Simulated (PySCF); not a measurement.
Bonds: V1-O2 1.575 Å, V1-O3 1.573 Å, V1-Cl4 2.252 Å, V1-Cl5 2.252 Å.

Total charge -1.

Geometry: PBE0-D3(BJ)/def2-SVP; GIAO shifts from PySCF, gas phase, non-relativistic, averaged over equivalent atoms.

At B3LYP/pcSseg-1 (pcSseg-2 on V) (155 basis functions, 12 s wall time on 1 thread of an Arm Neoverse V2, shared host):
```json
{"atoms": "V1", "δ (ppm)": "-475.0"}
{"atoms": "O2/O3", "δ (ppm)": "1239.5"}
{"atoms": "Cl4/Cl5", "δ (ppm)": "213.0"}
```

Referencing at the same level of theory: VOCl3 for $^{51}$V (σref -2098.95); $^{17}$O (σref 334.04) against H2O; HCl for $^{35}$Cl (σref 930.46).

Task: Predict the values at PBE0/pcSseg-1 (pcSseg-2 on V) on the same geometry.

Result: 
```
  atoms  δ at PBE0/pcSseg-1 (pcSseg-2 on V)  change
     V1                              -467.2    +7.8
  O2/O3                              1253.6   +14.1
Cl4/Cl5                               196.4   -16.6
```

References, each an isolated molecule treated in the same way: $^{51}$V (σref -2087.14) vs VOCl3; H2O for $^{17}$O (σref 334.56); $^{35}$Cl (σref 943.27) vs HCl.

The largest change is at Cl4/Cl5 (chlorine bonded to V). Cost: 155 basis functions, 17 s wall time on 1 thread of an Arm Neoverse V2, shared host.

Unscaled 17O shifts of doubly bonded oxygen tend to come out too high, by tens of ppm or more. Experimental scales use liquid or dissolved standards, which lie at an offset from isolated H2O (liquid H2O: subtract about 36 ppm).
